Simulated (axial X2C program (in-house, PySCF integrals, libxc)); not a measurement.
CdH⁺ at several levels of theory

Calculated with an axial X2C code built on PySCF integrals. Spin-free means the one-electron spin-free X2C Hamiltonian; two-component (2c) means X2C with spin–orbit coupling and atomic mean-field two-electron Coulomb and Gaunt terms, so the difference of the two also holds small scalar two-electron terms. Basis: Cd dyall-cv3z [12s12p8d5f3g], H dyall-v3z [6s2p1d] (cores contracted in-house); Gaussian nuclei, density fitting, unrestricted open shells. Masses: Cd 113.903 u, H 1.008 u.

The run was started with this input:
```json
{"zs": [48, 1], "q": 1, "bas": ["dyall-cv3z", "dyall-v3z"], "levels": ["PBE0", "HF", "TPSS"], "cc": true, "r0": 1.68, "thr": -2.0, "nmax": 90, "npts": 10, "nst": 2, "ntry": 6}
```
```bash
python so2c.py task.json out
```

Keys: zs atomic numbers; q charge; bas basis sets; levels methods; cc coupled cluster on or off; r0 starting distance in Å; thr threshold in hartree for freezing inner shells (an s shell follows its p shell); nmax most natural virtual spinors; npts points on the curve; nst determinants followed; ntry starts of the search. HF also brings MP2.

State, spin-free: M_S = 0, Λ = 0 (closed shell); electrons by block: σα: 10, σβ: 10, π+α: 5, π+β: 5, π-α: 5, π-β: 5, δ+α: 2, δ+β: 2, δ-α: 2, δ-β: 2. Fragments: Cd+ + H.

State, 2c: Ω = 0 (closed shell); electrons by block: 1/2: 15, -1/2: 15, 3/2: 7, -3/2: 7, 5/2: 2, -5/2: 2. Fragments: Cd+ + H.

| Hamiltonian | level | Re (Å) | ωe (cm⁻¹) | ωexe (cm⁻¹) | Be (cm⁻¹) | De (eV) | D0 (eV) | μ (D) |
| --- | --- | --- | --- | --- | --- | --- | --- | --- |
| 2c | PBE0 | 1.665 | 1820.6 | 28.7 | 6.085 | 2.05 | 1.94 | -1.53 |
| 2c | HF | 1.685 | 1879.0 | 23.9 | 5.944 | 0.972 | 0.856 | -2.63 |
| 2c | MP2 | 1.640 | 1906.8 | 29.5 | 6.276 | 1.86 | 1.74 | n/a |
| 2c | CCSD | 1.670 | 1801.6 | 34.9 | 6.05 | 2.06 | 1.95 | n/a |
| 2c | CCSD(T) | 1.672 | 1772.1 | 38.3 | 6.033 | 2.12 | 2.01 | n/a |
| 2c | TPSS | 1.671 | 1796.2 | 29.9 | 6.045 | 2.28 | 2.17 | -1.43 |

Spin-free values that have a 2c row agree with it to the digits that matter (0.001 Å, 0.01 eV) and are not repeated.

Correlated methods: 12 electrons correlated (number of frozen shells: Cd 4 s, 3 p, 1 d; H none), 208 virtual spin orbitals or spinors in MP2, 90 natural virtuals in coupled cluster.

Dipoles are positive if H is the positive end and refer to the centre of mass.

One determinant describes the state; a PBE0 search over occupations chose it and may have missed a lower one. Closed shells are restricted here (equal orbitals for both partners); the stretched side of such a curve lies too high. De is counted from the lowest determinant-based energies of the atoms at the same level, without counterpoise correction. Coupled cluster ran in a truncated set of natural virtual spinors; the MP2 energy of the rest was added. (T) has no such correction and the atoms are truncated less, which lowers De at CCSD(T) by a hundredth of an eV or more.

Rough cost a point (2c) on 1 thread(s) of a shared host, integrals apart: PBE0 0.4 s, HF 0.15 s, CCSD(T) 5 s, TPSS 0.5 s.

The whole task took 120 s on 1 thread of INTEL(R) XEON(R) PLATINUM 8581C CPU @ 2.10GHz (Emerald Rapids), with other jobs on the host.
